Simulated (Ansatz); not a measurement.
Calculated with Ansatz (gas phase, PBE0-D4/def2-TZVP geometries, no zero-point term in ΔE). CCSD(T)/CBS is the MP2 limit (def2-TZVPP, def2-QZVPP) plus CCSD(T) − MP2 in def2-TZVPP, frozen cores. This one scheme is used for every species. Functionals use def2-TZVPP. B3LYP here is the variant with VWN-RPA as its local correlation; programs differ in this. One conformer a species, not always the lowest.

Reaction (ligand exchange at the Si–N bond): `CN(C)[SiH](N)F` + `N=CO` → `N[SiH](F)/N=C/O` + `CNC`

**Question.** Is it downhill or uphill in electronic energy at CCSD(T)/CBS, and by how much? (An estimate is asked.)

**Answer.** Computed: Uphill: ΔE = +7.5 kJ/mol.

**Question.** What do these levels give: ωB97X-V, ωB97M-V, B2PLYP, r2SCAN, B3LYP, HF/def2-TZVPP, MP2/def2-TZVPP, SCS-MP2/def2-TZVPP, CCSD/def2-TZVPP, HF/def2-QZVPP, MP2/def2-QZVPP, MP2/CBS(def2)? (Best estimate.)

**Answer.** Computed: ωB97X-V 4.9, ωB97M-V 5.5, B2PLYP 1.9, r2SCAN 2.4, B3LYP -1.1, HF/def2-TZVPP -6.2, MP2/def2-TZVPP 7.5, SCS-MP2/def2-TZVPP 6.3, CCSD/def2-TZVPP 7.2, HF/def2-QZVPP -6.1, MP2/def2-QZVPP 7.0, MP2/CBS(def2) 6.6 kJ/mol.

Largest T1 diagnostic among the species: 0.014.

The D4 term adds +6.4 kJ/mol with B3LYP and +3.6 kJ/mol with PBE0; it sums over pairs of atoms, weighted by their polarisabilities, and B3LYP, whose exchange is more repulsive, gets the larger term. In def2-TZVPP, CCSD(T) changes the Hartree–Fock value by +14.5 kJ/mol (the triples alone add +1.1 kJ/mol) and MP2 by +13.6 kJ/mol.
